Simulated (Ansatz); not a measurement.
A nudged elastic band was laid between two geometries of C$_{2}$H$_{11}$ClSi$_{3}$ (17 atoms, charge 0, multiplicity 1).

These are results of RKS PBE-D4/STO-3G in Ansatz 0.2.0, not measurements.

| Property | Result |
| --- | --- |
| movable images | 5 |
| climbing image | yes |
| spring | 5.0 eV/Å² |
| optimiser | quadratic models (default) |
| start path | through a guess of the saddle point |
| force threshold | 0.05 eV/Å |
| iteration limit | 45 |
| end points | relaxed |

Image 0:

```xyz
17
Properties=species:S:1:pos:R:3
C 2.205 -1.803 -1.148
Si 1.357 -0.268 -0.475
Cl 1.569 -0.284 1.636
C -0.473 -0.202 -0.888
Si -1.442 1.251 -0.156
Si -1.794 1.087 2.069
H 1.728 -2.722 -0.771
H 3.269 -1.826 -0.861
H 2.149 -1.815 -2.250
H 2.040 0.939 -0.933
H -0.944 -1.153 -0.585
H -0.553 -0.155 -1.989
H -2.718 1.312 -0.859
H -0.726 2.478 -0.483
H -3.052 1.735 2.411
H -1.892 -0.304 2.484
H -0.742 1.732 2.838
```

Image 6:

```xyz
17
Properties=species:S:1:pos:R:3
C 2.101 -1.903 -1.182
Si 1.347 -0.343 -0.458
Cl 1.505 -0.469 1.655
C -0.463 -0.127 -0.905
Si -1.343 1.359 -0.128
Si -1.769 1.117 2.077
H 1.554 -2.802 -0.855
H 3.155 -2.013 -0.877
H 2.067 -1.865 -2.285
H 2.124 0.832 -0.844
H -1.008 -1.054 -0.655
H -0.513 -0.028 -2.005
H -2.590 1.548 -0.859
H -0.529 2.542 -0.378
H -1.982 -0.280 2.421
H -0.693 1.643 2.902
H -2.984 1.843 2.419
```

(1) Which bonds break or form, and what moves?

(2) What energy profile does the band end with?

(3) What is the geometry of the highest image?

## Answers

(1) No bond is made or broken. The dihedral C4–Si5–Si6–H16 goes from -30 to 91°. The two ends are copies of one structure, up to a mirror image or an exchange of like atoms.

(2) It converged. The highest image is number 2 of 0 to 6, 2.6 kJ/mol above the ends, which have the same energy within 2 meV. A vibrational analysis at the climbing image gives one clearly imaginary mode, 69i cm⁻¹: a first-order saddle point. Limits of this set-up: minimal basis.

```
image  path coordinate (Å)  energy (kJ/mol)  dihedral C4–Si5–Si6–H16 (°)
    0                 0.00              0.0                          -30
    1                 1.10              1.3                           -4
    2                 2.20              2.6                           25
    3                 3.01              2.2                           45
    4                 3.82              1.5                           61
    5                 4.62              0.6                           74
    6                 5.42              0.0                           91
```

(3) 
```xyz
17
Properties=species:S:1:pos:R:3:forces:R:3
C 2.100 -1.929 -1.185 0.00 0.01 0.01
Si 1.400 -0.305 -0.551 0.00 -0.01 -0.01
Cl 1.775 -0.203 1.534 0.00 0.00 0.00
C -0.448 -0.136 -0.844 0.00 0.00 0.00
Si -1.257 1.391 -0.066 0.00 0.00 0.00
Si -1.921 1.066 2.069 0.00 0.00 0.00
H 1.589 -2.793 -0.729 0.00 0.00 0.00
H 3.176 -2.010 -0.960 0.00 0.00 0.00
H 1.973 -1.995 -2.279 0.00 0.00 0.00
H 2.117 0.825 -1.135 0.00 0.00 0.00
H -0.956 -1.053 -0.500 0.00 0.00 0.00
H -0.594 -0.095 -1.939 0.00 0.00 0.00
H -2.403 1.751 -0.892 0.00 0.00 0.00
H -0.315 2.499 -0.160 0.00 0.00 0.00
H -3.322 0.676 2.109 0.00 0.00 0.00
H -1.151 0.020 2.724 0.00 0.00 0.00
H -1.782 2.290 2.844 0.00 0.00 0.00
```

Run time: 11 min on 1 CPU thread of a shared host.
